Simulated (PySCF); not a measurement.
Start geometry of `BC(=C)OC` from GFN2-xTB (Å):
```
atom  x, y, z in Å
B1     0.5699    1.0396    0.9833
C2     0.5945   -0.1711    0.0414
C3     1.7597   -0.7568   -0.2482
O4    -0.4576   -0.7486   -0.5616
C5    -1.7676   -0.2170   -0.3292
H6    -0.4443    1.6209    1.2613
H7     1.5703    1.4499    1.4155
H8     2.7121   -0.3766    0.1698
H9     1.8329   -1.6082   -0.8692
H10   -2.4610   -0.8306   -0.8781
H11   -2.0388   -0.2566    0.7512
H12   -1.8305    0.8268   -0.6572
```

**Question.** What comes out of this run: PBE0-D3(BJ)/def2-SVP geometry optimisation, gas phase (PySCF)?

**Answer.** 
```
atom  x, y, z in Å
B1     0.553    1.034    0.972
C2     0.574   -0.224    0.071
C3     1.763   -0.853   -0.099
O4    -0.500   -0.765   -0.556
C5    -1.743   -0.135   -0.428
H6    -0.449    1.659    1.222
H7     1.603    1.394    1.444
H8     2.659   -0.462    0.381
H9     1.844   -1.757   -0.714
H10   -2.452   -0.711   -1.038
H11   -2.101   -0.125    0.617
H12   -1.723    0.906   -0.796
```

The energy falls by 13.1 kJ/mol over 7 energy and gradient evaluations, the largest force component goes from 0.0401 to 3.1e-04 Eh/bohr, and the atoms move by 0.039 Å rms after alignment. The bond that changes most is B1–H7 (three-coordinate boron to B–H hydrogen), which lengthens by 0.042 Å. Bonds longer at the end by more than 0.005 Å: 8 of 11; shorter: 3. Among the angles that change most is C3–C2–O4, from 113.4° to 116.8°. Rotational constants go from 8988, 4328, 2977 to 9039, 4267, 2953 MHz. The orientation of the end geometry is arbitrary; only internal coordinates are fixed.

The run used 105 basis functions and 46 SCF cycles in all.

Stationary, but not proved a minimum. The numbers are those of one conformer.
